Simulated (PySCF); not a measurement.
Species: C₆H₈O₂S.
Z-matrix (Å and degrees, PBE0-D3(BJ)/def2-SVP geometry), rows numbered from 1:
```
C 
S   1  1.7851
O   2  1.4604  1  107.45
O   2  1.4600  1  107.30  3   132.03
C   2  1.7656  1  103.91  3  -113.95
C   5  1.3495  2  123.79  1  -106.21
C   6  1.4926  5  107.76  2  -177.40
C   7  1.4970  6  104.04  5    -0.09
C   8  1.3494  7  109.49  6     0.55
H   1  1.0988  2  105.03  3   -65.27
H   1  1.0972  2  109.56  3    53.32
H   1  1.0968  2  109.05  3   176.04
H   6  1.0899  5  125.73  2     1.65
H   7  1.1062  6  111.74  5  -121.97
H   7  1.1066  6  111.33  5   120.57
H   8  1.0906  7  124.06  6   179.42
H   9  1.0901  5  124.54  2    -1.07
```

Linear response at PBE0/def2-SVPD (PySCF, frozen core in the response, non-relativistic). One conformer (not necessarily the lowest) at the PBE0-D3(BJ)/def2-SVP geometry, without solvent, vibrations or thermal averaging.

Static isotropic polarisability: 94.64 au (14.02 Å³), principal values 74.2, 92.1, 117.6 au.

Question: What is the polarisability at 1064 nm and at the sodium D line?

Answer: 95.53 au at 1064 nm (+0.9 %), 97.65 au at 589.3 nm (+3.2 %). The rise at 589.3 nm is 3.41 times that at 1064 nm; a pure ω² law gives 3.26. The lowest singlet lies at 247 nm, shorter than both wavelengths.

Question: What is the isotropic C6 coefficient between two such molecules, C6 = (3/π)∫α(iω)² dω?

Answer: 3692 au (Eh·bohr⁶) by a ten-point quadrature over imaginary frequencies, which is 2210 eV·Å⁶ or 213 J·nm⁶/mol.

Question: Which effective excitation energy ω̄ makes London's formula C6 = (3/4)α²ω̄ exact here?

Answer: ω̄ = 4·C6/(3α²) = 0.550 Eh = 15.0 eV. A one-pole form α(ω) = α/(1 − ω²/ω̄²) fitted to the 1064 nm value gives 12.1 eV.

Question: How anisotropic is the static polarisability, by Δα² = ½[(α1 − α2)² + (α2 − α3)² + (α3 − α1)²]?

Answer: Δα = 37.8 au, or 0.40 of the isotropic value.

Question: How many electrons N does the Slater–Kirkwood formula C6 = (3/4)·√N·α^(3/2) need to give this C6?

Answer: N = (4·C6/3)²/α³ = 28.6; the species has 76 electrons in all.

Question: What n − 1 at the D line would an ideal gas of it have at 273.15 K and 1 atm (2.6868 × 10¹⁹ cm⁻³), by n − 1 = 2π·N·α′?

Answer: 24.43 × 10⁻⁴, a formal value whether or not that pressure can be reached.

The run took about 90 s of CPU time (one thread, shared machine). This is the whole response run at PBE0/def2-SVPD, SCF included.
